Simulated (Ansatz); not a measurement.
diboron tetrafluoride (B$_{2}$F$_{4}$), singlet, at a GFN2-xTB geometry; PBE/6-311G** (Ansatz, a program for electronic structure).

The Ansatz input:
Ansatz 0.2 input:
```yaml
crystal:
  periodic: [false, false, false]
  atoms:
    - {symbol: F, position_ang: [-1.57687192, -0.88397762, 0.67596973]}
    - {symbol: B, position_ang: [-0.85633163, -0.05002954, -0.04294302]}
    - {symbol: F, position_ang: [-1.59357022, 0.69875058, -0.83495995]}
    - {symbol: B, position_ang: [0.85633163, 0.05002954, 0.04294302]}
    - {symbol: F, position_ang: [1.66879536, -0.66020456, -0.71002010]}
    - {symbol: F, position_ang: [1.50164678, 0.84543160, 0.86901032]}
basis:
  gaussian:
    orbitals: 6-311G__.json
hamiltonian:
  xc: pbe
accuracy: high
```
The basis file holds 6-311G** in the JSON format of the Basis Set Exchange.

Predict the main parts of the log of this Ansatz run.


```
Functional definition: PBE
2115 factors; integrals over basis functions are off by at most 1.5e-8 eV
mean field evaluation 1: about -12213.6624 eV, gradient 5.1e1 eV
mean field evaluation 2: about -12206.5564 eV, gradient 8.9e1 eV
mean field evaluation 4: about -12216.8930 eV, gradient 6.3e-1 eV
mean field evaluation 8: about -12216.8952 eV, gradient 1.5e-3 eV
mean field evaluation 16: about -12216.8952 eV, gradient 4.1e-7 eV
mean field -12216.89517331 eV, -448.9626167101 hartree, gradient 1.3e-8 eV, S^2 0.000000; 0 other end points of the search recorded, 0 dependent functions left out
reference -12216.89517623 eV, -448.9626168173 hartree; 23, 23 occupied and 85, 85 virtual orbitals, 2115 factors
Total energy: -12216.89517623 eV, -448.9626168173 hartree
```
